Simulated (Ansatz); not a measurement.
Geometry optimisation, Ansatz, UKS B3LYP/def2-SVP.

input.yaml

```yaml
crystal:
  periodic: [false, false, false]
  atoms:
    - { symbol: F, position_ang: [-2.1695, -0.0799, -0.5296] }
    - { symbol: Si, position_ang: [-0.934, 0.2136, 0.3676] }
    - { symbol: C, position_ang: [0.3055, -1.1234, 0.2312] }
    - { symbol: O, position_ang: [1.119, -0.3894, -0.787] }
    - { symbol: C, position_ang: [0.5095, 0.9131, -0.5772] }
    - { symbol: H, position_ang: [-1.2359, 0.788, 1.7156] }
    - { symbol: H, position_ang: [0.995, -1.2797, 1.1289] }
    - { symbol: H, position_ang: [0.0169, -2.073, -0.1262] }
    - { symbol: H, position_ang: [1.2057, 1.5568, 0.0571] }
    - { symbol: H, position_ang: [1.66439, -0.26058, -1.60312] }
magnetization:
  spin_polarized: true
basis:
  gaussian: { orbitals: def2-SVP }
hamiltonian:
  xc: b3lyp
relax:
  f_tol: 0.02
  max_steps: 50
```

Command:

```bash
$ ansatz run input.yaml --threads 2 --pin off --max-ram 3072MiB --backend cpu --events-out ev --progress --plain --runs-dir out
```

Question: Where does it end, and by what steps?

Answer: The run converged. After 10 steps the energy has fallen by 1.874 eV; H9 moved furthest, 0.61 Å.

```tsv
step	energy less start (eV)	largest force component (eV/Å)	accepted
0	0.0000	4.085	yes
1	-1.0686	1.614	yes
2	-1.6293	1.401	yes
3	-1.7814	0.728	yes
4	-1.8466	0.548	yes
5	-1.8680	0.105	yes
6	-1.8711	0.171	yes
7	-1.8729	0.089	yes
8	-1.8737	0.036	yes
9	-1.8739	0.032	yes
10	-1.8740	0.017	yes
```

```xyz
10
Properties=species:S:1:pos:R:3
F -2.278 0.046 -0.375
Si -0.845 0.297 0.379
C 0.378 -1.184 0.229
O 1.378 -0.287 -0.447
C 0.461 1.063 -0.592
H -1.305 0.604 1.765
H 0.866 -1.559 1.139
H 0.138 -2.028 -0.435
H 1.140 1.904 -0.434
H 1.543 -0.591 -1.353
```

Whether the end is a true minimum wasn't checked by a vibrational analysis.

Run time: 83 s on 2 threads of Intel(R) Xeon(R) Processor @ 2.50GHz (Skylake/Cascade Lake), on a shared host, peak memory 0.3 GiB.
